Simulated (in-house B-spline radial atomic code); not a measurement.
How numerical settings move a run on the neon ion Ne³⁺, [He] 2s2 2p3. Computed with an all-electron radial atomic-structure program (B-spline basis): non-relativistic HSE06, spin-polarised, spherical fractional occupations, point nucleus.

Command:
```bash
python run_scf.py task.json out
```
Settings of the sound reference run:
```
Z                10
electrons        7
configuration    [He] 2s2 2p3
hamiltonian      nr
method           hse06
spin_polarised   True
knot_spacing     0.22
spline_order     8
gauss_points     12
box_radius       16.22
max_iterations   70
damping          0.5
damped_steps     3
diis_vectors     10
tolerance        1e-08
start            Thomas-Fermi
```

Cost of the run: 0.16 s on 1 thread of Arm Neoverse V2, with other jobs on the host.

It converges in 8 iterations to -124.243019 hartree, with 2p up at -87.1664 eV. The other runs change the listed settings, some to values that make no sense; their results aren't properties of the atom or ion. Radii are in bohr (the nuclear one in fm), a minus after a letter asks for a j subshell, and «unchanged» means within 1e-8 hartree. The run stops when the residual is below 10 × tolerance × max(1, Z/10), or a noise floor if that is larger, and the energy moves by less than 1e-8 × √|E| hartree; so very loose and very tight tolerances often act alike.

```tsv
changed settings	outcome
first_knot = 0.03	converged in 8 iterations, energy -1.16e-06 hartree from the reference, 2p up level -4.6e-05 eV
spline_order = 5	converged in 8 iterations, energy +4.80e-07 hartree from the reference, 2p up level -4.7e-05 eV
knot_spacing = 0.75, max_iterations = 100, damped_steps = 1, diis_vectors = 2	converged in 9 iterations, energy +2.66e-02 hartree from the reference, 2p up level -2.7e-02 eV
diis_vectors = 1	converged in 14 iterations, energy unchanged, 2p up level +2.9e-06 eV
electrons = 10, configuration = [He] 2s2 2p3 3s3, max_iterations = 100	stopped with error: shell 3s holds at most 1 electrons (per spin)
first_knot = 0.001	converged in 8 iterations, energy +8.16e-07 hartree from the reference, 2p up level -1.5e-05 eV
knot_spacing = 2, spline_order = 4, box_radius = 3.24, max_iterations = 50	converged in 9 iterations, energy +1.04e+00 hartree from the reference, 2p up level -2.1e-02 eV (the program warns: 2p up reaches the box edge; 2s up reaches the box edge)
spline_order = 7	converged in 8 iterations, energy +4.33e-07 hartree from the reference, 2p up level -1.1e-04 eV
first_knot = 1e-05	converged in 7 iterations, energy +9.74e-07 hartree from the reference, 2p up level +2.1e-04 eV
spline_order = 6	converged in 9 iterations, energy +1.81e-06 hartree from the reference, 2p up level -1.3e-05 eV
spline_order = 5, max_iterations = 75, start = bare nucleus	converged in 9 iterations, energy +4.80e-07 hartree from the reference, 2p up level -4.6e-05 eV
diis_vectors = 2	converged in 9 iterations, energy unchanged, 2p up level +2.2e-06 eV
first_knot = 0.01	converged in 8 iterations, energy -2.27e-06 hartree from the reference, 2p up level -5.0e-05 eV
knot_spacing = 0.3, max_iterations = 50, tolerance = 1e-13	converged in 10 iterations, energy +5.17e-06 hartree from the reference, 2p up level -1.7e-05 eV
diis_vectors = 20	converged in 8 iterations, energy unchanged
spline_order = 4	converged in 8 iterations, energy +3.07e-05 hartree from the reference, 2p up level -1.2e-04 eV
```

Problem. What happens with first_knot = 0.3?

Solution. Converged in 9 iterations, energy +2.76e-04 hartree from the reference, 2p up level +2.8e-05 eV.

Problem. What happens with max_iterations = 2, damped_steps = 1, diis_vectors = 0?

Solution. Not converged after 2 iterations, last residual 1.4e-01, last energy +1.99e-01 hartree from the reference.

Problem. What happens with spline_order = 3?

Solution. Converged in 9 iterations, energy +2.12e-03 hartree from the reference, 2p up level -1.8e-03 eV.

Problem. What happens with first_knot = 0.0001?

Solution. Converged in 8 iterations, energy -4.91e-07 hartree from the reference, 2p up level -7.3e-05 eV.
